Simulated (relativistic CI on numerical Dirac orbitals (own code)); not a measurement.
**What each ingredient does to the levels of Kr2+**

Base calculation: Dirac-Coulomb-Breit CI, KLI orbitals optimised for each configuration, model QED (radiative potential, 1s self-energy scaled to tabulated hydrogen-like ionisation energies), valence Slater integrals scaled by 0.85, P86 correlation energy added to each configuration.

CI space (outside the closed core [Ar] 3d10): 4s2.4p4, 4s.4p5, 4s2.4p3.4d, 4p6, 4s2.4p3.4f, 4s2.4p3.5s, 4s.4p4.4d, 4s2.4p3.5p, 4s2.4p3.6s, 4s2.4p3.5d, 4s.4p4.4f, 4s2.4p3.6p, 4s2.4p3.7s, 4s2.4p3.6d, 4s2.4p3.5f, 4s2.4p3.5g, 4s2.4p3.7p, 4s2.4p3.7d, 4s.4p4.5s, 4s2.4p2.4d.4f, 4s.4p4.5p, 4s2.4p2.4d2, 4s2.4p.4d3, 4s2.4p.4d2.4f, 4s2.4p.4d2.5s, 4s.4p2.4d3, 4s2.4p.4d2.5p, 4s2.4p2.4f2, 4s2.4p.4d.4f2, 4s2.4p.4f3, 4s2.4p.4f2.5s, 4s.4p2.4d.4f2, 4s2.4p.4f2.5p, 4s2.4p2.4d.5s, 4s2.4p.4d.4f.5s, 4s2.4p.4d.5s2, 4s.4p2.4d2.5s, 4s2.4p.4d.5s.5p. Double excitations out of closed p, d and f shells are left out; levels of such configurations are missing from the list, as are those of other unlisted configurations, and high levels can miss mixing partners. These lack a partner that the ground configuration has and come out too high: 4s2.4p3.6s, 4s2.4p3.5d, 4s.4p4.4f, 4s2.4p3.6p, 4s2.4p3.7s.

The lowest level and the first level of each name with at least 55 % of one term (blank where a level has no safe partner in the second run):

```tsv
Level	Base (cm⁻¹)	Shift (cm⁻¹)
4s2.4p4 3P_2	0.0	0.0
4s2.4p4 3P_1	4439.1	-4439.1
4s2.4p4 3P_0	5115.4	-5115.4
4s2.4p4 1D_2	14827.3	-3071.7
4s2.4p4 1S_0	30715.3	-4027.6
4s.4p5 3P°_2	123598.2	-6817.4
4s.4p5 3P°_1	127000.0	-10219.2
4s.4p5 3P°_0	129122.4	-12341.6
4s2.4p3.4d 5D°_0	144625.4	-3629.6
4s2.4p3.4d 5D°_3	144627.8	-3632.0
4s2.4p3.4d 5D°_2	144638.6	-3642.8
4s2.4p3.4d 5D°_1	144641.7	-3645.9
4s2.4p3.4d 5D°_4	144727.4	-3731.7
4s2.4p3.4d 1P°_1	149061.2	-6852.9
4s2.4p3.5s 5S°_2	152201.3	-424.2
4s2.4p3.4d 3D°_2	155426.8	-2618.0
4s2.4p3.4d 3D°_3	156421.1	-3612.3
4s2.4p3.4d 3D°_1	156795.1	-3986.3
4s2.4p3.5s 3S°_1	158749.9	-430.7
4s2.4p3.4d 3F°_2	160729.3	-2618.3
4s2.4p3.4d 3F°_3	161830.3	-3719.3
4s2.4p3.4d 3F°_4	163171.3	-5060.3
```

Correlation outside the listed configurations is missing or only estimated: errors of thousands of cm⁻¹ between configurations and terms are usual at this charge. Rates and lifetimes follow the computed energies and can be off by large factors. The fine structure of a lone outer electron comes out too small, for d and f at times inverted, and misplaced configurations move strength between like terms. 61 of the 69 excited levels that our extract of the measured tables holds in this range could be paired (the sources list more); they are missed by 6454 cm⁻¹ on average and 9491 at most, and levels without a partner can miss by more.

Problem. One thing was changed in a second run, which moved the levels as shown. Which?
A. QED terms removed
B. one mean potential for all configurations
C. configuration mixing switched off
D. no correlation estimate
E. non-relativistic limit
F. Slater integrals left unscaled
G. Breit term removed

Solution. E. Non-relativistic limit. Without relativity the fine structure collapses and s electrons lose their extra binding.

LS names give the leading component of a level, which can be under half, so a name can repeat, a term be missing and a line seem to break the LS rules.
